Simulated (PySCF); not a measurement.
## Unknown compound

The spectra below were simulated for a compound C5H7FOSi2.

¹H NMR (500 MHz, computed): δ 5.21 (s, 3H), 2.07 (s, 3H), 1.73 (s, 1H).

¹³C{¹H} NMR (computed): δ 108.5 (C), 97.6 (CH), 87.2 (C), 83.4 (C), 5.4 (CH3).

- structure optimised with GFN2-xTB
- shieldings: GIAO PBE0/pcSseg-1
- code: PySCF 2.14
- no relativistic terms, gas phase, one averaged value for each set of equivalent atoms, one computed conformer

Chemical shifts δ = σref − σ; TMS for ¹H and ¹³C, all at this level.

Problem. Propose a structure and justify it.

Solution. 
1. Rings plus π bonds: 4 (no ring in the answer).
2. 5 carbon signals for 5 carbons: no two carbons are equivalent.
3. Carbon types of the structure: 3 × C, 1 × CH, 1 × CH3, leaving 3 H on heteroatoms.
4. δC 108.5, 87.2, 83.4: alkyne carbon.
5. δC 97.6: terminal alkyne carbon; sp carbons lie upfield of alkene carbons because the cylindrical π system leaves one tensor component strongly shielded.
6. δC 5.4: propargylic methyl carbon; a saturated carbon with 1 carbon neighbour and no heteroatom attached.
7. δH 5.21: hydrogen on a silicon bonded to O.
8. δH 2.07: hydrogen on a propargylic methyl carbon.
9. δH 1.73: hydrogen on a terminal alkyne carbon; it lies on the axis of the triple bond, in its shielding cone.

Structure: SMILES [SiH3]O[Si@@](C#C)(F)C#CC.

The data come from this structure; uniqueness wasn't tested.

Splittings by ¹⁹F in the carbon and heteronuclear signals aren't shown, as no couplings were computed. Shifts are as computed. Against solution values, carbons near 30 ppm lie about +3 ppm off and those near 130 ppm about +5 ppm. Of 1309 compounds with measured shifts, 239 miss one by over three times the rms of a fit or turn the order of signals round; such compounds aren't used in these exercises. No couplings were computed; multiplicities are counted from neighbouring protons, with m where these are inequivalent, close in shift, in a saturated or five-membered ring or joined by F or P, and br s for small geminal =CH2 splittings.
